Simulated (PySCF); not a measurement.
Isomers of C5H9BO2. Method used: PBE0-D3(BJ)/def2-SVP geometry optimisation, gas phase (PySCF). One conformer each; no zero-point energy, no entropy. No frequencies were run at this level. Point groups hold within 0.08 Å.

Problem. Order them by energy at this level, lowest first, and give relative energies in kcal/mol.
A. `[OH:1][B:2]([OH:3])[C@@H:4]1[CH2:5][C@@H:6]2[CH2:7][C@H:8]12` with H–O1–B2–O3 0°, O1–B2–O3–H 179°, O1–B2–C4–C5 3°
B. `[CH3:1][B:2]([CH3:3])[C@H:4]1[CH2:5][O:6][C:7]1=[O:8]` with C1–B2–C4–C5 -160°
C. `[CH2:1]=[CH:2][CH2:3]/[CH:4]=[CH:5]/[B:6]([OH:7])[OH:8]` with C1–C2–C3–C4 -120°, C2–C3–C4–C5 123°, C5–B6–O7–H 0°, C5–B6–O8–H 178°
D. `[BH:1]1[O:2][CH2:3][C@@H:4]([CH:5]2[CH2:6][CH2:7]2)[O:8]1` with C3–C4–C5–C6 -91°
E. `[CH2:1]=[CH:2][CH2:3][C@@H:4]1[CH2:5][O:6][BH:7][O:8]1` with C1–C2–C3–C4 -113°, C2–C3–C4–C5 -67°
F. `[CH3:1][C@@H:2]1[CH2:3]/[C:4]1=[CH:5]\[B:6]([OH:7])[OH:8]` with C5–B6–O7–H 180°, C5–B6–O8–H 0°
G. `[CH3:1][C@@H:2]1[CH2:3]/[C:4]1=[CH:5]/[B:6]([OH:7])[OH:8]` with C5–B6–O7–H 180°, C5–B6–O8–H 0°

Solution. C (0.0), F (3.7), A (3.8), G (4.7), D (6.6), E (7.1), B (40.5).

As drawn, the lowest has an O–H bond, a B–O bond and a C=C bond outside aromatic rings, which the highest lacks; the highest has a four-membered ring, a C=O bond and a C(=O)–O unit, which the lowest lacks. Neighbours under 2.5 kcal/mol apart (C[C@@H]1C/C1=C\B(O)O and OB(O)[C@@H]1C[C@@H]2C[C@@H]21; OB(O)[C@@H]1C[C@@H]2C[C@@H]21 and C[C@@H]1C/C1=C/B(O)O; C[C@@H]1C/C1=C/B(O)O and B1OC[C@@H](C2CC2)O1; B1OC[C@@H](C2CC2)O1 and C=CC[C@@H]1COBO1) can change places with a better method, another conformer or zero-point energy. C[C@@H]1C/C1=C\B(O)O and C[C@@H]1C/C1=C/B(O)O are stereoisomers, 1.0 kcal/mol apart in the conformers taken.

```
                       SMILES      E (Eh)  E rel (kcal/mol)  dipole (D)  point group       A, B, C (MHz)
               C=CC/C=C/B(O)O  -370.62814               0.0        1.07           C1  5189, 744.4, 709.1
         C[C@@H]1C/C1=C\B(O)O  -370.62223               3.7        2.01           C1  4985, 998.9, 881.5
OB(O)[C@@H]1C[C@@H]2C[C@@H]21  -370.62215               3.8        1.54           C1    3778, 1520, 1426
         C[C@@H]1C/C1=C/B(O)O  -370.62067               4.7        0.81           C1   3921, 1231, 996.6
          B1OC[C@@H](C2CC2)O1  -370.61764               6.6        2.57           C1    5371, 1385, 1178
             C=CC[C@@H]1COBO1  -370.61675               7.1        2.30           C1    5781, 1160, 1029
            CB(C)[C@H]1COC1=O  -370.56356              40.5        4.14           C1    2988, 1665, 1175
```

Problem. As an exercise, what shares would exp(−E/RT) give at 500 K from these electronic energies alone (no entropy, no degeneracies)?

Solution. RT = 0.994 kcal/mol: C=CC/C=C/B(O)O 94.5 %, C[C@@H]1C/C1=C\B(O)O 2.3 %, OB(O)[C@@H]1C[C@@H]2C[C@@H]21 2.2 %, C[C@@H]1C/C1=C/B(O)O 0.8 %, B1OC[C@@H](C2CC2)O1 0.1 %, C=CC[C@@H]1COBO1 0.1 %, CB(C)[C@H]1COC1=O under 0.1 %.
